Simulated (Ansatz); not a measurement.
`OC1[SiH2]N[SiH2]1`. The species carries charge 0 and has multiplicity 1.

Cartesian coordinates in Å:
```
O 1.656 -0.540 -1.218
C 0.866 -0.482 -0.040
Si -0.950 -0.999 -0.298
N -1.434 0.523 0.375
Si 0.152 1.194 0.540
H 2.490 -0.094 -1.051
H 1.317 -1.049 0.787
H -1.421 -2.179 0.481
H -1.307 -1.217 -1.726
H -2.340 0.892 0.601
H 0.488 2.319 -0.379
H 0.484 1.632 1.928
```

(1) What are the harmonic wavenumbers in cm⁻¹ at PBE0-D4/def2-TZVP (Ansatz, finite differences of forces, unscaled)? (Best estimate.)

(2) Is this a minimum?

(3) Give the ideal-gas thermochemistry at 298.15 K and 1 bar (rigid rotor, harmonic oscillator; point group C1, symmetry number 1).

(4) Rotational constants (cm⁻¹)?

Answers

(1) Ansatz gave: 75, 238, 246, 274, 449, 456, 528, 559, 665, 674, 681, 704, 747, 795, 838, 946, 975, 992, 1006, 1079, 1101, 1238, 1356, 2185, 2192, 2197, 2215, 3016, 3680, 3855.

(2) Yes, all 30 modes are real.

(3) Zero-point energy 215.1 kJ/mol; H(298) − E = 235.8 kJ/mol; entropy 339.8 J/(mol·K), of which translation 166.9, rotation 112.5, vibration 60.3; G(298) − E = 134.5 kJ/mol. Modes under 100 cm⁻¹ are hindered rotations or soft bends, so the harmonic entropy is rough.

(4) 0.133, 0.111, 0.0666.
